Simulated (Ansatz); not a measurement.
CH₉GeInOSi, SMILES `O[CH2][In]([SiH3])[GeH3]` at its PBE0-D4/def2-TZVP geometry, where that method's forces vanish. Charge 0, multiplicity 1. In takes the def2 core potential.

```csv
atom,x (Å),y (Å),z (Å)
O1,-1.187,-1.520,-2.041
C2,-1.431,-0.260,-1.439
In3,0.072,0.085,0.099
Si4,1.901,-1.673,0.554
Ge5,-0.098,2.322,1.450
H6,-1.849,-1.672,-2.722
H7,-1.380,0.562,-2.166
H8,-2.423,-0.213,-0.969
H9,3.180,-1.027,0.966
H10,1.463,-2.544,1.683
H11,2.180,-2.547,-0.617
H12,-1.531,2.581,1.964
H13,0.267,3.531,0.561
H14,0.835,2.375,2.675
```

Q: For each bond, give half the difference of the two atoms' forces along it (eV/Å; positive pushes the atoms apart) under PBE-D4, r2SCAN-D4, B3LYP-D4, ωB97M-V in def2-TZVPP. (Best estimate.)

A: The calculation gave: 
```csv
bond,length (Å),PBE-D4,r2SCAN-D4,B3LYP-D4,ωB97M-V
O1–C2,1.417,0.24,0.28,0.32,0.38
O1–H6,0.961,0.41,0.02,-0.04,-0.13
C2–In3,2.178,0.07,0.02,0.10,-0.09
C2–H7,1.099,0.09,-0.05,-0.14,-0.12
C2–H8,1.099,0.08,-0.05,-0.15,-0.12
In3–Si4,2.577,-0.06,-0.01,0.07,0.01
In3–Ge5,2.620,-0.07,-0.01,0.04,0.02
Si4–H9,1.490,0.08,-0.02,-0.08,-0.09
Si4–H10,1.492,0.09,-0.01,-0.08,-0.10
Si4–H11,1.488,0.09,-0.01,-0.09,-0.10
Ge5–H12,1.544,0.09,-0.04,-0.01,-0.07
Ge5–H13,1.544,0.10,-0.03,-0.01,-0.07
Ge5–H14,1.541,0.08,-0.04,-0.01,-0.06
```

B3LYP here is the variant with VWN-RPA as its local correlation; programs differ in this.

Results of the Gaussian-basis code of Ansatz.
